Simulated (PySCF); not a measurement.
## Chromium: highly charged ions in a basis for the neutral atom

Cr¹²⁺ [Ne] 3s2, Cr¹³⁺ [Ne] 3s1. Computed with PySCF 2.14 in jorge-DZP-DKH, with the spin-free X2C one-electron Hamiltonian (Gaussian nucleus). No spin-orbit coupling, so a gap to NIST mixes the basis error with missing relativistic terms.

Changed run: basis of the neutral atom used for a highly charged ion. This setting is unsound on purpose.

```json
{"species": "Cr¹²⁺", "method": "UHF", "sound run (hartree)": "not run", "changed run (hartree)": "-989.83100", "converged": "yes"}
{"species": "Cr¹²⁺", "method": "LDA", "sound run (hartree)": "not run", "changed run (hartree)": "-987.96014", "converged": "yes"}
{"species": "Cr¹²⁺", "method": "PBE0", "sound run (hartree)": "not run", "changed run (hartree)": "-990.15653", "converged": "yes"}
{"species": "Cr¹³⁺", "method": "UHF", "sound run (hartree)": "not run", "changed run (hartree)": "-977.08979", "converged": "yes"}
{"species": "Cr¹³⁺", "method": "LDA", "sound run (hartree)": "not run", "changed run (hartree)": "-975.12832", "converged": "yes"}
{"species": "Cr¹³⁺", "method": "PBE0", "sound run (hartree)": "not run", "changed run (hartree)": "-977.33371", "converged": "yes"}
```

Ionisation energy of Cr¹²⁺:

```
method  changed run (eV)    NIST (eV)
   UHF            346.71  354.7 ± 0.3
   LDA            349.17  354.7 ± 0.3
  PBE0            348.93  354.7 ± 0.3
```

The contracted functions were made for the neutral atom and can be too rigid for a highly charged ion.
